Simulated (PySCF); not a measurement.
A PySCF script (with the pyscf-properties extension) for the NMR shieldings of SMILES CN[C@H]1CC[Si]1(P)P, C4H13NP2Si, on a GFN2-xTB geometry:

```python
import basis_set_exchange as bse
import numpy as np
from pyscf import gto, dft
from pyscf.prop import nmr

atoms = """
C    -1.737464    1.456244    1.132124
N    -1.553487    0.822747   -0.156659
C    -0.849565   -0.436284   -0.048994
C    -0.679175   -1.165217   -1.385690
C     0.797926   -1.568899   -1.308922
Si    1.076664   -0.268208    0.084085
P     1.724487    1.708165   -0.803430
P     2.034985   -0.927670    2.030785
H    -2.300236    0.837247    1.846740
H    -2.258568    2.402994    0.997975
H    -0.752347    1.651358    1.562197
H    -2.456518    0.681250   -0.604309
H    -1.296605   -1.096597    0.711215
H    -1.360750   -2.004941   -1.521497
H    -0.834183   -0.453850   -2.196194
H     1.336445   -1.461644   -2.246402
H     0.916047   -2.595294   -0.967754
H     1.930349    2.312975    0.428201
H     0.420183    2.155466   -0.887334
H     3.104967   -0.063340    1.889850
H     2.727925   -1.969560    1.443543
"""
names = dict.fromkeys(["C", "N", "Si", "P", "H"], "pcSseg-1")
basis = {el: gto.basis.parse(bse.get_basis(n, elements=[el], fmt="nwchem")) for el, n in names.items()}
mol = gto.M(atom=atoms, basis=basis, charge=0, verbose=0)
mf = dft.RKS(mol, xc="PBE0")
mf.grids.level = 2
mf.grids.alignment = dft.numint.BLKSIZE   # the property module wants whole blocks of grid points
mf.conv_tol = 1e-9
mf.kernel()

calc = nmr.RKS(mf)   # GIAO
C = mf.mo_coeff
Co = C[:, mf.mo_occ > 0]
resp = mf.gen_response(singlet=True, hermi=2)
def vind(x):   # induced exchange potential for any number of trial vectors
    d = np.einsum("pi,xij,qj->xpq", C, 2 * x.reshape(-1, C.shape[1], Co.shape[1]), Co, optimize=True)
    return np.einsum("xpq,pi,qj->xij", resp(d - d.transpose(0, 2, 1)), C, Co, optimize=True).ravel()
mo1, _ = nmr.rhf.solve_mo1(calc, with_cphf=vind)
sigma = calc.kernel(mo1)
for i, s in enumerate(sigma):   # ppm
    w = np.linalg.eigvalsh((s + s.T) / 2)
    print("%2d %-2s iso %8.1f  s11 %8.1f  s22 %8.1f  s33 %8.1f" % (i, mol.atom_pure_symbol(i), w.mean(), *w))
```

Task: What are the results?

Result: 
```
 0 C  iso    148.8  s11    122.5  s22    140.4  s33    183.6
 1 N  iso    209.3  s11    171.2  s22    218.6  s33    238.0
 2 C  iso    126.4  s11    103.4  s22    125.1  s33    150.6
 3 C  iso    159.0  s11    141.3  s22    154.6  s33    180.9
 4 C  iso    170.5  s11    155.2  s22    168.3  s33    187.9
 5 Si iso    327.5  s11    278.6  s22    344.4  s33    359.4
 6 P  iso    635.4  s11    562.5  s22    653.4  s33    690.3
 7 P  iso    605.8  s11    527.0  s22    642.5  s33    647.8
 8 H  iso     29.5  s11     25.5  s22     26.3  s33     36.6
 9 H  iso     29.1  s11     24.6  s22     26.2  s33     36.6
10 H  iso     29.8  s11     25.4  s22     30.7  s33     33.3
11 H  iso     31.4  s11     22.3  s22     30.6  s33     41.3
12 H  iso     28.9  s11     26.1  s22     29.1  s33     31.5
13 H  iso     29.3  s11     24.4  s22     26.8  s33     36.6
14 H  iso     30.0  s11     27.1  s22     28.9  s33     34.2
15 H  iso     30.4  s11     26.7  s22     27.0  s33     37.3
16 H  iso     30.4  s11     27.0  s22     28.2  s33     36.0
17 H  iso     31.1  s11     25.9  s22     28.0  s33     39.5
18 H  iso     28.8  s11     22.1  s22     27.7  s33     36.7
19 H  iso     30.3  s11     24.1  s22     29.0  s33     37.9
20 H  iso     30.3  s11     24.7  s22     27.9  s33     38.4
```

These numbers come from an equivalent density-fitted implementation of the same equations, which agrees with the script to about 0.01 ppm for H and up to a few tenths of a ppm for heavy atoms, so last digits may differ.

Task: Turn these shieldings into chemical shifts. δ = σ(ref) − σ, references computed at the same level: 13C (σref 186.93), 29Si (σref 349.16), 1H (σref 31.72) against TMS; 15N (σref 267.73) vs NH3; 31P (σref 318.38) vs H3PO4.

Result: Averaging equivalent atoms: C 2: 60.6; C 0: 38.1; C 3: 28.0; C 4: 16.5; N 1: 58.5; Si 5: 21.7; P 7: -287.4; P 6: -317.0; H 12: 2.81; H 13: 2.45; H 8/9/10: 2.25; H 17/18: 1.74; H 14: 1.68; H 19/20: 1.38; H 15: 1.36; H 16: 1.33; H 11: 0.32 ppm. Experimental scales use liquid or dissolved standards, which lie at an offset from isolated NH3 (liquid NH3: subtract about 20 ppm) and H3PO4.

Size and cost of the density-fitted run: 222 basis functions, 100 s wall time on 1 thread of an Arm Neoverse N1, shared host; peak memory 1 GiB.
